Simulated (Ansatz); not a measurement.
Ansatz results at the PBE0-D4/def2-TZVP geometry: HOMO energy (B3LYP/def2-TZVPP) -7.84 eV; HOMO–LUMO gap (B3LYP/def2-TZVPP) 8.65 eV; LUMO energy (PBE0/def2-TZVPP) 1.13 eV.

Each molecule was computed in one conformer, which needn't be the lowest.

(1) Which molecule gave them?
A. `O[SiH](Cl)Br`
B. `CC[Si](N)(O)Br`
C. `Cl[SiH2]Cl`
D. `CO[Si](OC)(OC)OC`

Results:

(1) D. The others give `CC[Si](N)(O)Br`: -7.44, 7.65, 0.56; `Cl[SiH2]Cl`: -8.86, 8.69, 0.05; `O[SiH](Cl)Br`: -8.42, 8.28, 0.12.

B3LYP here is the variant with VWN-RPA as its local correlation; programs differ in this.
